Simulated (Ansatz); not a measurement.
Ansatz (an electronic-structure program) input (r2SCAN/def2-TZVPD):

Ansatz 0.2 input:
```yaml
crystal:
  periodic: [false, false, false]
  atoms:
    - {symbol: C, position_ang: [3.53310130, -0.03589951, 0.67359730]}
    - {symbol: C, position_ang: [2.35463724, -0.72560393, -0.00755698]}
    - {symbol: C, position_ang: [1.08743007, 0.12501991, -0.01033357]}
    - {symbol: C, position_ang: [-0.10469608, -0.57555667, -0.69853606]}
    - {symbol: C, position_ang: [-1.34376352, 0.24454664, -0.72200919]}
    - {symbol: C, position_ang: [-2.22072172, 0.37926890, 0.46658902]}
    - {symbol: O, position_ang: [-3.58767311, 0.62511963, 0.13091638]}
    - {symbol: H, position_ang: [3.78080555, 0.90361459, 0.17387671]}
    - {symbol: H, position_ang: [3.30353290, 0.19591414, 1.71636840]}
    - {symbol: H, position_ang: [4.42524493, -0.66469311, 0.66126049]}
    - {symbol: H, position_ang: [2.62124247, -0.97529694, -1.03966182]}
    - {symbol: H, position_ang: [2.14721843, -1.67760211, 0.49181465]}
    - {symbol: H, position_ang: [1.28299356, 1.07611503, -0.51541129]}
    - {symbol: H, position_ang: [0.81232874, 0.37467716, 1.01927416]}
    - {symbol: H, position_ang: [-0.29332110, -1.51905281, -0.17245633]}
    - {symbol: H, position_ang: [0.19254340, -0.83581532, -1.71889409]}
    - {symbol: H, position_ang: [-1.50369725, 0.94879733, -1.53196255]}
    - {symbol: H, position_ang: [-1.93217211, 1.23851912, 1.08695465]}
    - {symbol: H, position_ang: [-2.12714658, -0.51188412, 1.10443934]}
    - {symbol: H, position_ang: [-3.84411177, -0.02490177, -0.53343652]}
basis:
  gaussian:
    orbitals: def2-TZVPD
hamiltonian:
  xc: {name: r2SCAN}
magnetization: {spin_polarized: true, initial_magnetization: 1}
output: {forces: true}
```

End of the output:

```
Atom 6 at    -3.587673     0.625120     0.130916 Å, force    -0.023506     0.079862     0.050006 eV/Å
Atom 7 at     3.780806     0.903615     0.173877 Å, force     0.002426     0.029556    -0.018214 eV/Å
Atom 8 at     3.303533     0.195914     1.716368 Å, force    -0.012967     0.006736     0.031575 eV/Å
Atom 9 at     4.425245    -0.664693     0.661260 Å, force     0.025805    -0.019912    -0.001274 eV/Å
Atom 10 at     2.621242    -0.975297    -1.039662 Å, force     0.008711    -0.012417    -0.059703 eV/Å
Atom 11 at     2.147218    -1.677602     0.491815 Å, force    -0.018253    -0.052121     0.026450 eV/Å
Atom 12 at     1.282994     1.076115    -0.515411 Å, force     0.017104     0.062399    -0.033975 eV/Å
Atom 13 at     0.812329     0.374677     1.019274 Å, force    -0.018616     0.016405     0.074122 eV/Å
Atom 14 at    -0.293321    -1.519053    -0.172456 Å, force    -0.009504    -0.056434     0.035553 eV/Å
Atom 15 at     0.192543    -0.835815    -1.718894 Å, force     0.025777    -0.016898    -0.056487 eV/Å
Atom 16 at    -1.503697     0.948797    -1.531963 Å, force    -0.018328     0.057649    -0.061034 eV/Å
Atom 17 at    -1.932172     1.238519     1.086955 Å, force    -0.000257     0.044645     0.030154 eV/Å
Atom 18 at    -2.127147    -0.511884     1.104439 Å, force     0.004503    -0.065809     0.044974 eV/Å
Atom 19 at    -3.844112    -0.024902    -0.533437 Å, force     0.028070    -0.049189    -0.032323 eV/Å
Dipole moment:     0.325009    -0.228072    -0.115247 e Å
```

It need not be the lowest isomer of its formula.
